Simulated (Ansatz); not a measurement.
Stepwise reaction of titanium tetrachloride with ammonia, as a gas-phase model of exchange steps in deposition or etching. ΔE in kJ/mol.

Calculated with Ansatz (gas phase, PBE0-D4/def2-TZVP geometries, no zero-point term in ΔE). CBS: MP2 limit from def2 TZ/QZ plus the TZ coupled-cluster correction, frozen cores. This one scheme is used for every species. Functionals use def2-TZVPP. B3LYP here is the variant with VWN-RPA as its local correlation; programs differ in this. For Ti outer-core shells are correlated without core-valence functions, which leaves a few kJ/mol of doubt a bond. Scalar relativity is left out up to krypton. Each species was taken in one conformer, which may not be the lowest.

| step | reaction | PBE-D4 | B3LYP-D4 | ωB97M-V | CCSD(T)/CBS |
| --- | --- | --- | --- | --- | --- |
| 1 | `[Cl][Ti]([Cl])([Cl])[Cl]` + NH₃ → `[NH2][Ti]([Cl])([Cl])[Cl]` + HCl | 74.0 | 70.2 | 65.6 | 68.0 |
| 2 | `[NH2][Ti]([Cl])([Cl])[Cl]` + NH₃ → `[NH2][Ti]([NH2])([Cl])[Cl]` + HCl | 78.7 | 77.0 | 73.9 | 74.6 |
| 3 | `[NH2][Ti]([NH2])([Cl])[Cl]` + NH₃ → `[NH2][Ti]([NH2])([NH2])[Cl]` + HCl | 89.1 | 88.5 | 86.4 | 86.4 |

(1) Give the row of step 4, `[NH2][Ti]([NH2])([NH2])[Cl]` + NH₃ → `[NH2][Ti]([NH2])([NH2])[NH2]` + HCl. (An estimate is asked.)

(2) By hand: ΔE of the 4 steps together at CCSD(T)/CBS.

Answers

(1) The calculation gave: 
```
step                                                                    reaction  PBE-D4  B3LYP-D4  ωB97M-V  CCSD(T)/CBS
   4  `[NH2][Ti]([NH2])([NH2])[Cl]` + NH₃ → `[NH2][Ti]([NH2])([NH2])[NH2]` + HCl   113.8     112.9    111.5        111.2
```

(2) (68.0) + (74.6) + (86.4) + (111.2) = 340.2 kJ/mol, or 85.0 kJ/mol a step.

In ΔE each step is higher than the one before. All are uphill at CCSD(T)/CBS. PBE-D4 differs from CCSD(T)/CBS by 2.6 to 6.0 kJ/mol a step. Isolated molecules leave out the surface, adducts and barriers. Largest T1 diagnostic: 0.025.
